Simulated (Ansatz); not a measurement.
Relaxation of CH$_{5}$F$_{2}$SbSi (10 atoms, charge 0, multiplicity 1), to a largest force component of 0.015 eV/Å in at most 40 steps.

Level of theory: RKS PBE-D4/def2-SVP in Ansatz.

```xyz
10
Properties=species:S:1:pos:R:3
C -1.212 0.177 -0.262
Si 0.497 0.024 -0.860
F 1.005 1.483 -1.535
Sb 2.037 -0.590 1.089
F 1.288 -2.451 1.077
H -1.909 0.507 -1.134
H -1.282 1.025 0.496
H -1.571 -0.717 0.162
H 0.566 -1.014 -1.837
H 3.306 -1.121 -0.108
```

Where does it end, and by what steps?

The run converged. The force dipped under the threshold on the way, but the program's further checks kept it going. After 15 steps the energy has fallen by 0.356 eV; F5 moved furthest, 0.65 Å.

| step | energy less start (eV) | largest force component (eV/Å) | accepted |
| --- | --- | --- | --- |
| 0 | 0.0000 | 3.414 | yes |
| 1 | -0.2137 | 1.243 | yes |
| 2 | -0.3034 | 0.605 | yes |
| 3 | -0.3113 | 1.144 | yes |
| 4 | -0.3412 | 0.122 | yes |
| 5 | -0.3475 | 0.104 | yes |
| 6 | -0.3522 | 0.156 | yes |
| 7 | -0.3543 | 0.075 | yes |
| 8 | -0.3554 | 0.012 | yes |
| 9 | -0.3551 | 0.094 | no |
| 10 | -0.3558 | 0.016 | yes |
| 11 | -0.3559 | 0.059 | yes |
| 12 | -0.3560 | 0.043 | yes |
| 13 | -0.3562 | 0.006 | yes |
| 14 | -0.3562 | 0.006 | yes |
| 15 | -0.3562 | 0.009 | yes |

```xyz
10
Properties=species:S:1:pos:R:3
C -1.154 0.111 -0.243
Si 0.576 0.149 -0.961
F 0.964 1.662 -1.496
Sb 2.149 -0.571 1.006
F 0.824 -2.038 1.260
H -1.934 0.177 -1.027
H -1.305 0.935 0.483
H -1.261 -0.852 0.300
H 0.705 -0.785 -2.134
H 3.160 -1.467 -0.099
```

Whether the end is a true minimum wasn't checked by a vibrational analysis.

Time of the run: 37 s on 2 threads of Arm Neoverse V1, on a shared host, peak memory 0.15 GiB.
